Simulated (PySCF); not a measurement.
# Computed spin Hamiltonian

Compound: C6H13Si (doublet state).
Numbering: `[CH2:1][CH2:2][CH2:3][Si@@H:4]1[CH2:5][C@H:6]1[CH3:7]` (hydrogens: H8, H9 on C1; H10, H11 on C2; H12, H13 on C3; H14 on Si4; H15, H16 on C5; H17 on C6; H18, H19, H20 on C7)

Geometry (GFN2-xTB, Å), atoms numbered from 1 in this order:
```xyz
20
C6H13Si angstrom
C      3.6767    0.4953    0.4912
C      2.4958   -0.0070   -0.2203
C      1.2467    0.0394    0.7014
Si    -0.3046   -0.6023   -0.1701
C     -1.3662    0.5877   -1.1724
C     -1.9854    0.1903    0.1806
C     -3.2640   -0.6066    0.1362
H      4.2311   -0.1512    1.1448
H      3.8578    1.5510    0.5599
H      2.6443   -1.0426   -0.5348
H      2.2891    0.6001   -1.1045
H      1.0960    1.0672    1.0337
H      1.4571   -0.5527    1.5929
H     -0.2728   -1.9965   -0.5924
H     -1.9036    0.2350   -2.0417
H     -1.0885    1.6277   -1.2797
H     -2.0400    1.0005    0.9010
H     -3.4903   -1.0324    1.1120
H     -4.1013    0.0270   -0.1590
H     -3.1830   -1.4192   -0.5817
```

The hyperfine couplings belong to this conformer and change with its torsions.

Computed with UKS B3LYP, pcH-1 on C H Si, non-relativistic, mean-field spin-orbit, GIAO in PySCF 2.14.0. Isolated species at its GFN2-xTB geometry (one conformer only). Couplings are sensitive to structure, and on GFN2-xTB geometries they can be far from those on DFT ones. The SCF solution wasn't tested for stability.

```
g1, g2, g3                      : 2.00221, 2.00273, 2.00291
g_iso                           : 2.00262
Form of g                       : rhombic: the two nearest values differ by 26 % of g3 − g1
⟨S²⟩                            : 0.7536 (exact 0.7500)
α and β electrons               : 32, 31
HOMO–LUMO gap, α and β orbitals : 6.22, 4.56 eV
```

Isotropic coupling and dipolar principal values T1 to T3, in MHz:

```csv
atom,isotope,a_iso,of which spin–orbit,T1,T2,T3,Mulliken spin population
C1,13C,99.0,-0.1,-80.6,-79.9,160.5,1.07
C2,13C,-30.6,0.0,-2.4,-0.1,2.5,-0.08
C3,13C,94.5,0.0,-6.7,-6.7,13.3,0.05
Si4,29Si,-20.2,0.0,-4.9,2.3,2.6,0.02
C5,13C,-0.6,0.0,-0.2,-0.1,0.3,0.00
C6,13C,2.4,0.0,-0.7,-0.6,1.3,0.01
C7,13C,0.4,0.0,-0.1,-0.1,0.3,0.00
H8,1H,-60.6,0.0,-38.8,-0.3,39.2,-0.04
H9,1H,-60.6,0.0,-38.9,-0.3,39.2,-0.04
H10,1H,31.1,0.0,-5.2,-4.3,9.5,0.01
H11,1H,31.3,0.0,-5.2,-4.4,9.5,0.01
H12,1H,-3.3,0.0,-6.2,-2.4,8.5,0.00
H13,1H,-3.2,0.0,-6.2,-2.4,8.6,0.00
H14,1H,2.8,0.0,-1.0,-0.6,1.5,0.00
H15,1H,-0.1,0.0,-0.4,-0.3,0.7,0.00
H16,1H,1.1,0.0,-0.6,-0.5,1.1,0.00
H17,1H,-0.2,0.0,-0.7,-0.2,0.9,0.00
H18,1H,0.3,0.0,-0.3,-0.2,0.5,0.00
H19,1H,1.5,0.0,-0.2,-0.2,0.4,0.00
H20,1H,0.1,0.0,-0.3,-0.2,0.6,0.00
```

The largest Mulliken spin populations are on C1 (+1.07) and C2 (-0.08). No atom but C1 exceeds +0.15. The positive populations add up to 1.18 and the negative ones to -0.18, together 2S = 1. The angles at C1 add up to 358.3°, so it is nearly planar; its axial dipolar tensor and the negative couplings of its protons fit spin in a p orbital normal to that plane.

Axes: g2 points within 15° of the C1–C2 bond.

Under fast tumbling the dipolar parts average out, and these isotropic splittings remain (the largest six): 2 × 1H (H8/H9, I = 1/2, 3 lines) with 2.16 mT, 1 × 1H (H11, I = 1/2, 2 lines) with 1.12 mT, 1 × 1H (H10, I = 1/2, 2 lines) with 1.11 mT, 1 × 1H (H12, I = 1/2, 2 lines) with 0.12 mT, 1 × 1H (H13, I = 1/2, 2 lines) with 0.12 mT and 1 × 1H (H14, I = 1/2, 2 lines) with 0.10 mT.

The 29Si coupling of Si4 (-20.2 MHz) shows only in satellite lines or after enrichment, since that isotope makes up about 4.7 % of natural silicon.

The 13C coupling of C1 (99.0 MHz) shows only in satellite lines or after enrichment, since that isotope makes up about 1.07 % of natural carbon.

Examples of negative spin density at the nucleus (bohr⁻³): C2 (-0.0272) and H8/H9 (-0.0136).
